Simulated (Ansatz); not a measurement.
Ideal-gas functions of C₃H₃AlOSe, SMILES `O=[CH][AlH][C]#C[SeH]` at 298.15 K and 1 bar, from an Ansatz frequency run at PBE0-D4/def2-TZVP.

Molar mass 161.0 g/mol, point group C1 (symmetry number 1), electronic degeneracy 1, moments of inertia 90.036, 988.76, 1078.722 u Å². Harmonic wavenumbers (cm⁻¹, unscaled): 28, 42, 91, 132, 153, 282, 342, 368, 396, 415, 539, 691, 791, 795, 865, 1389, 1742, 1940, 2167, 2413, 2766.

Use S(trans) = R[1.5 ln M + 2.5 ln T − 1.1517]; rotational temperatures θ = 24.2544 K / I; S(rot) = R[ln(√π/σ · √(T³/θAθBθC)) + 1.5]; for each mode x = 1.438777 ν̃/T, S = R[x/(eˣ − 1) − ln(1 − e⁻ˣ)] and H = RT x/(eˣ − 1); 1 cm⁻¹ = 0.0119627 kJ/mol; R = 8.31446 J/(mol·K).

Task: By hand: the entropy, in J/(mol·K).

Result: Translation 172.2. Rotation: θ = 0.2694, 0.0245, 0.0225 K, giving 124.9. Vibration, mode by mode: 24.96, 21.60, 15.22, 12.20, 11.02, 6.37, 5.03, 4.55, 4.09, 3.80, 2.37, 1.33, 0.90, 0.88, 0.67, 0.08, 0.02, 0.01, 0.00, 0.00, 0.00, in all 115.1. Electronic 0.0. Sum 412.2 J/(mol·K).

Task: By hand: H − E and G − E in kJ/mol, counted from the electronic energy.

Result: Zero-point energy ½ × 18347 × 0.0119627 = 109.7; thermal vibration 16.0; translation, rotation and pV give 4 RT = 9.9. H − E = 135.6 kJ/mol, and G − E = 135.6 − 298.15 × 412.2/1000 = 12.7 kJ/mol.

Vibration gives 28 % of the entropy, 74.0 J/(mol·K) of it from the modes under 150 cm⁻¹: soft modes count most, and the harmonic formula is weakest for them. The sum counts one conformer and one mirror image; others add a mixing term.
